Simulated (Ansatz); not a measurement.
Two isomers of C7H9N: A = `Cc1cccnc1C`, B = `Cc1cccc(N)c1`.

Gas-phase electronic energies from Ansatz, PBE0-D4/def2-TZVP geometries. CCSD(T)/CBS is the MP2 limit (def2-TZVPP, def2-QZVPP) plus CCSD(T) − MP2 in def2-TZVPP, frozen cores. DFT in def2-TZVPP. B3LYP here is the variant with VWN-RPA as its local correlation; programs differ in this. One conformer a species, not always the lowest.

A:

```xyz
17

C     0.937   -0.543    1.654
C     0.501    0.037    0.346
C     1.324    0.884   -0.377
C     0.891    1.406   -1.585
C    -0.370    1.052   -2.028
N    -1.178    0.241   -1.354
C    -0.761   -0.258   -0.194
C    -1.708   -1.165    0.525
H     0.262   -0.255    2.465
H     1.941   -0.207    1.916
H     0.945   -1.637    1.625
H     2.307    1.136    0.009
H     1.516    2.070   -2.169
H    -0.754    1.435   -2.970
H    -2.623   -1.266   -0.056
H    -1.272   -2.157    0.678
H    -1.959   -0.774    1.516
```

B:

Z-matrix (Å, degrees):
```
C
C 1 1.499
H 1 1.092 2 111.5
H 1 1.092 2 111.3 3 121.0
H 1 1.095 2 110.8 3 -119.7
C 2 1.388 1 120.3 3 28.8
C 2 1.392 1 120.7 3 -152.5
C 6 1.395 2 121.5 1 178.4
H 6 1.087 2 119.4 1 -2.0
C 7 1.386 2 119.9 1 -178.4
H 7 1.084 2 119.9 1 1.7
N 8 1.387 6 120.5 2 177.2
C 8 1.395 6 118.7 2 0.1
H 10 1.085 7 119.8 2 -180.0
H 12 1.007 8 115.3 6 25.0
H 12 1.007 8 115.3 6 158.5
H 13 1.085 8 119.7 6 179.5
```

**Question.** Which is lower in electronic energy at CCSD(T)/CBS, and by how much? (Best estimate.)

**Answer.** Ansatz gave: B, by 3.3 kcal/mol.

**Question.** Give E(B) − E(A) in kcal/mol with PBE0-D4, CCSD(T)/def2-TZVPP, BLYP-D4, PBE-D4, ωB97M-V, B3LYP, CCSD/def2-TZVPP. (Estimate.)

**Answer.** Ansatz gave: PBE0-D4 -4.4, CCSD(T)/def2-TZVPP -2.3, BLYP-D4 -3.2, PBE-D4 -4.1, ωB97M-V -3.4, B3LYP -3.9, CCSD/def2-TZVPP -2.7. None reverses the order clearly.

Largest T1 diagnostic: 0.011.

At CCSD(T), def2-SVP lies +3.4 kcal/mol from the extrapolated value and def2-TZVPP +1.1 kcal/mol. Leaving LDA and LC-ωPBE aside and taking each functional with its dispersion term where it has one, the values, not all of them listed here, spread over 2.2 kcal/mol, from r2SCAN0-D4 to ωB97X-V. LDA lies −1.8 kcal/mol from PBE without D4.
